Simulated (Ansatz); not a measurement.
Isolated molecules relaxed with PBE0-D4/def2-TZVP in Ansatz; ΔE leaves out vibrations. CCSD(T)/CBS is the MP2 limit (def2-TZVPP, def2-QZVPP) plus CCSD(T) − MP2 in def2-TZVPP, frozen cores. Functionals use def2-TZVPP. Elements past krypton have def2 core potentials. For I, Sb outer-core shells are correlated without core-valence functions, which leaves a few kJ/mol of doubt a bond.

Consider the substitution at a C–C bond: `CC(Cl)I` + `[SH][SbH2]` → `C[S][SbH2]` + `ClCI`.

`CC(Cl)I`:

Cartesian coordinates in Å:
```
C 0.063 0.651 -0.536
C -0.205 -0.443 0.460
Cl 0.423 -0.023 2.059
I 0.609 -2.319 -0.222
H 1.134 0.815 -0.656
H -0.364 0.387 -1.505
H -0.396 1.580 -0.186
H -1.264 -0.648 0.585
```

`[SH][SbH2]`:

Z-matrix (Å, degrees):
```
Sb
S 1 2.426
H 1 1.710 2 94.5
H 1 1.710 2 94.3 3 90.8
H 2 1.342 1 93.1 3 133.7
```

`C[S][SbH2]`:

Z-matrix (Å, degrees):
```
C
S 1 1.814
H 1 1.090 2 111.8
H 1 1.090 2 111.8 3 123.7
H 1 1.091 2 106.0 3 -118.1
Sb 2 2.417 1 99.6 3 -61.9
H 6 1.711 2 95.2 1 134.0
H 6 1.710 2 95.1 1 -134.9
```

`ClCI`:

```xyz
5

Cl   -1.579   -0.066   -0.701
C     0.052    0.162   -0.097
I     0.670   -1.322    1.308
H     0.110    1.116    0.416
H     0.748    0.111   -0.927
```

```csv
level,ΔE (kJ/mol)
PBE-D4,25.8
B97M-V,31.7
r2SCANh-D4,29.5
CCSD/CBS(def2),30.4
```

(1) What does CCSD(T)/CBS give? (Estimate.)

Largest T1 diagnostic among the species: 0.013.

Results:

(1) Ansatz gave: +30.7 kJ/mol. The listed levels differ from it by -4.9, 1.0, -1.2, -0.3 kJ/mol.

In def2-TZVPP, CCSD(T) changes the Hartree–Fock value by +5.4 kJ/mol (the triples alone add +0.3 kJ/mol) and MP2 by +6.8 kJ/mol. Leaving LDA and LC-ωPBE aside and taking each functional with its dispersion term where it has one, the values, not all of them listed here, spread over 7.5 kJ/mol, from revPBE-D4 to B97M-V. LDA lies +9.9 kJ/mol from PBE without D4. At CCSD(T), def2-SVP lies +13.5 kJ/mol from the extrapolated value and def2-TZVPP +1.3 kJ/mol.
